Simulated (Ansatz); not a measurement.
Cl3Sb, SMILES [Sb+]([Cl])([Cl])[Cl], charge +1, multiplicity 2.

Geometry optimised at B3LYP-D3(BJ)/def2-SVP. The def2 effective core potentials stand for the cores of Sb; spin–orbit coupling is left out.

Two levels are set side by side: PBE/def2-SVPD (Ansatz, a program for electronic structure) and PBE0/def2-SVPD (Ansatz). Energy differences of separate SCF runs at the same geometry; the states with an electron removed or added have multiplicity 1 and 1. Differences are taken from unrounded values.

| quantity | PBE0 | PBE | PBE minus PBE0 |
|---|---|---|---|
| vertical ionisation energy (eV) | 16.60 | 16.18 | -0.41 |
| vertical electron affinity (eV) | 10.17 | 9.94 | -0.24 |
